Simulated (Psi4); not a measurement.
C₅H₇Br (SMILES BrC[C@@H]1C=CC1), singlet, at a GFN2-xTB geometry; Psi4 with B3LYP/3-21G.

Here is a job for Psi4.
```
memory 2 GB

molecule {
0 1
  Br    1.42406396   -0.13135660    0.92742024
  C     0.30026328   -0.61704701   -0.59756250
  C    -0.71202342    0.46812225   -0.88721425
  C    -1.85820821    0.58596444    0.08797208
  C    -2.78121154    0.25824664   -0.80958049
  C    -1.79791076    0.08162533   -1.93428069
  H    -0.18713794   -1.55389289   -0.32916465
  H     0.97715285   -0.77425494   -1.43735523
  H    -0.20534792    1.41198457   -1.10315281
  H    -1.86787417    0.84437540    1.13040619
  H    -3.85049844    0.15819983   -0.78670699
  H    -1.90142581    0.78043208   -2.76280816
  H    -1.71256314   -0.93083294   -2.32693174
}

set basis 3-21g

energy('b3lyp')
print_variables()
```

The log (banner, timings and long lists left out):

```
   => Loading Basis Set <=

    Name: 3-21G
    Role: ORBITAL
    Keyword: BASIS

         ---------------------------------------------------------
                                   SCF
               by Justin Turney, Rob Parrish, Andy Simmonett
                          and Daniel G. A. Smith
                              RKS Reference
         ---------------------------------------------------------

  ==> Geometry <==

    Molecular point group: c1
    Full point group: C1

    Geometry (in Angstrom), charge = 0, multiplicity = 1:

       Center              X                  Y                   Z               Mass
    ------------   -----------------  -----------------  -----------------  -----------------
         BR           1.277601871308    -0.123766200039     0.818995020463    78.918337600000
         C            0.153801191308    -0.609456610039    -0.705987719537    12.000000000000
         C           -0.858485508692     0.475712649961    -0.995639469537    12.000000000000
         C           -2.004670298692     0.593554839961    -0.020453139537    12.000000000000
         C           -2.927673628692     0.265837039961    -0.918005709537    12.000000000000
         C           -1.944372848692     0.089215729961    -2.042705909537    12.000000000000
         H           -0.333600028692    -1.546302490039    -0.437589869537     1.007825032230
         H            0.830690761308    -0.766664540039    -1.545780449537     1.007825032230
         H           -0.351810008692     1.419574969961    -1.211578029537     1.007825032230
         H           -2.014336258692     0.851965799961     1.021980970463     1.007825032230
         H           -3.996960528692     0.165790229961    -0.895132209537     1.007825032230
         H           -2.047887898692     0.788022479961    -2.871233379537     1.007825032230
         H           -1.859025228692    -0.923242540039    -2.435356959537     1.007825032230

  Running in c1 symmetry.

  Rotational constants: A =      0.27442  B =      0.03474  C =      0.03218 [cm^-1]
  Rotational constants: A =   8226.87472  B =   1041.33639  C =    964.80989 [MHz]
  Nuclear repulsion =  376.733045456378306

  Charge       = 0
  Multiplicity = 1
  Electrons    = 72
  Nalpha       = 36
  Nbeta        = 36

  ==> Algorithm <==

  SCF Algorithm Type is DF.
  DIIS enabled.
  MOM disabled.
  Fractional occupation disabled.
  Guess Type is SAD.
  Energy threshold   = 1.00e-06
  Density threshold  = 1.00e-06
  Integral threshold = 1.00e-12

  ==> Primary Basis <==

  Basis Set: 3-21G
    Blend: 3-21G
    Number of shells: 49
    Number of basis functions: 82
    Number of Cartesian functions: 82
    Spherical Harmonics?: false
    Max angular momentum: 2

  ==> DFT Potential <==

   => LibXC <=

    Version 7.1.2
    S. Lehtola, C. Steigemann, M. J. T. Oliveira, and M. A. L. Marques,  SoftwareX 7, 1–5 (2018) (10.1016/j.softx.2017.11.002)

   => Composite Functional: B3LYP <=

    B3LYP Hyb-GGA Exchange-Correlation Functional

    P. J. Stephens, F. J. Devlin, C. F. Chabalowski, and M. J. Frisch,  J. Phys. Chem. 98, 11623 (1994) (10.1021/j100096a001)

    Deriv               =              1
    GGA                 =           TRUE
    Meta                =          FALSE

    Exchange Hybrid     =           TRUE
    MP2 Hybrid          =          FALSE

   => Exchange Functionals <=

    0.0800   Slater exchange
    0.7200         Becke 88

   => Exact (HF) Exchange <=

    0.2000               HF

   => Correlation Functionals <=

    0.1900   Vosko, Wilk & Nusair (VWN5_RPA)
    0.8100   Lee, Yang & Parr

   => LibXC Density Thresholds  <==

    XC_HYB_GGA_XC_B3LYP:  1.00E-15

   => Molecular Quadrature <=

    Radial Scheme          =       TREUTLER
    Pruning Scheme         =           NONE
    Nuclear Scheme         =       TREUTLER

    Blocking Scheme        =         OCTREE
    BS radius alpha        =              1
    Pruning alpha          =              1
[...]
  Using in-core AOs.

  ==> MemDFJK: Density-Fitted J/K Matrices <==

    J tasked:                   Yes
    K tasked:                   Yes
    wK tasked:                   No
    Algorithm:                 Core
    Schwarz Cutoff:           1E-12
    Mask sparsity (%):       8.2391
    Fitting Condition:        1E-10

   => Auxiliary Basis Set <=

  Basis Set: (3-21G AUX)
    Blend: DEF2-UNIVERSAL-JKFIT
    Number of shells: 227
    Number of basis functions: 956
    Number of Cartesian functions: 956
    Spherical Harmonics?: false
    Max angular momentum: 5

  Minimum eigenvalue in the overlap matrix is 3.0036865296E-03.
  Reciprocal condition number of the overlap matrix is 5.9749179122E-04.
    Using symmetric orthogonalization.

  ==> Pre-Iterations <==

  SCF Guess: Superposition of Atomic Densities via on-the-fly atomic UHF (no occupation information).

   -------------------------
    Irrep   Nso     Nmo
   -------------------------
     A         82      82
   -------------------------
    Total      82      82
   -------------------------

  ==> Iterations <==

                           Total Energy        Delta E     RMS |[F,P]|

   @DF-RKS iter SAD: -2753.80985482512006   -2.75381e+03   0.00000e+00
   @DF-RKS iter   1: -2755.14014474786973   -1.33029e+00   9.25617e-03 ADIIS/DIIS
   @DF-RKS iter   2: -2755.17395449691685   -3.38097e-02   8.21411e-03 ADIIS/DIIS
   @DF-RKS iter   3: -2755.41521639381062   -2.41262e-01   1.30730e-03 ADIIS/DIIS
   @DF-RKS iter   4: -2755.42098695307732   -5.77056e-03   4.67392e-04 ADIIS/DIIS
   @DF-RKS iter   5: -2755.42171779616547   -7.30843e-04   1.69314e-04 ADIIS/DIIS
   @DF-RKS iter   6: -2755.42181562532414   -9.78292e-05   3.99794e-05 DIIS
   @DF-RKS iter   7: -2755.42182112136697   -5.49604e-06   1.29398e-05 DIIS
   @DF-RKS iter   8: -2755.42182168846512   -5.67098e-07   1.94752e-06 DIIS
   @DF-RKS iter   9: -2755.42182170123260   -1.27675e-08   5.66521e-07 DIIS
  Energy and wave function converged.

  ==> Post-Iterations <==

   Electrons on quadrature grid:
      Ntotal   =   71.9999994709 ; deviation = -5.291e-07

    Orbital Energies [Eh]
    ---------------------

    Doubly Occupied:

[...]
    Virtual:

[...]
      82A     23.625743

    Final Occupation by Irrep:
              A
    DOCC [    36 ]
    NA   [    36 ]
    NB   [    36 ]

  @DF-RKS Final Energy: -2755.42182170123260

   => Energetics <=

    Nuclear Repulsion Energy =            376.7330454563783064
    One-Electron Energy =               -4580.2016501942689501
    Two-Electron Energy =                1545.5729691329618163
    DFT Exchange-Correlation Energy =     -97.5261860963033484
    Empirical Dispersion Energy =           0.0000000000000000
    VV10 Nonlocal Energy =                  0.0000000000000000
    Total Energy =                      -2755.4218217012326022

Computation Completed

Properties will be evaluated at   0.000000,   0.000000,   0.000000 [a0]

Properties computed using the SCF density matrix

 Multipole Moments:

 ------------------------------------------------------------------------------------
     Multipole            Electronic (a.u.)      Nuclear  (a.u.)        Total (a.u.)
 ------------------------------------------------------------------------------------

 L = 1.  Multiply by 2.5417464519 to convert [e a0] to [Debye]
 Dipole X            :         19.4363615          -19.9276727           -0.4913112
 Dipole Y            :         -1.1549852            1.0327520           -0.1222332
 Dipole Z            :         14.1495946          -14.7523660           -0.6027714
 Magnitude           :                                                    0.7871855

 ------------------------------------------------------------------------------------

  Variable Map:
  ----------------------------------------------------------------------------
[...]
  Array Variable Map:
  ----------------------------------------------------------------------------
[...]
[...]
```
